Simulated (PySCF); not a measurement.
CHO, SMILES [C][OH+] (connectivity only; charge and spin as stated), charge +1, multiplicity 1. The structure is a stationary point at PBE-D3(BJ)/def2-TZVPD.

All values below come from PBE-D3(BJ)/def2-TZVPD run with PySCF.

Harmonic wavenumbers (cm⁻¹): 212, 212, 1886, 3305. Rotational constants (GHz): 43.83 (linear); symmetry number 1.

Work out the zero-point energy and the ideal-gas rigid-rotor harmonic-oscillator thermochemistry at 298.15 K and 1 atm.

ZPE = ½ Σ hcν = ½ × 5615 cm⁻¹ = 8.03 kcal/mol. H − E(el) = 10.78 kcal/mol. Entropy in cal/(mol K): translation 36.03, rotation 11.83, vibration 4.06, total 51.92. G − E(el) = -4.70 kcal/mol. Cp = 10.62 cal/(mol K).
